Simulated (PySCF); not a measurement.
Static polarisabilities and like-pair C6 coefficients by linear response at CAM-B3LYP/def2-SVPD (PySCF, frozen core in the response, non-relativistic, gas phase), PBE0-D3(BJ)/def2-SVP geometries, one conformer each; atomic units unless stated. Spin–orbit coupling is left out although an atom past zinc is present.

```tsv
label	species	α	C6
P	`P[SiH2]SC`	91.0	2776
Q	`c1cc2ccoc2cn1`	86.4	2827
R	`C#CCCBr`	69.8	1857
S	`c1ccc2ocnc2c1`	86.1	2816
T	`[O]=[Mn](=[O])(=[O])[Cl]`	56.1	1173
U	`FC(F)OB1CCCC1`	75.5	2695
```

Estimate the unlike-pair coefficients by the rule C6(AB) = 2·C6(AA)·C6(BB) / [C6(AA)·αB/αA + C6(BB)·αA/αB], and compare with the geometric mean, for PQ, PR, QR, QS, QU, RS, RU and ST.

| pair | combination rule | geometric mean | ratio |
| --- | --- | --- | --- |
| PQ | 2796 | 2801 | 0.998 |
| PR | 2266 | 2270 | 0.998 |
| QR | 2291 | 2291 | 1.000 |
| QS | 2822 | 2822 | 1.000 |
| QU | 2743 | 2760 | 0.994 |
| RS | 2287 | 2287 | 1.000 |
| RU | 2224 | 2237 | 0.994 |
| ST | 1817 | 1817 | 1.000 |

The rule is exact for one-pole polarisabilities and never exceeds the geometric mean; the two meet where both partners have the same effective excitation energy. These unlike-pair values are estimates, not computed integrals.
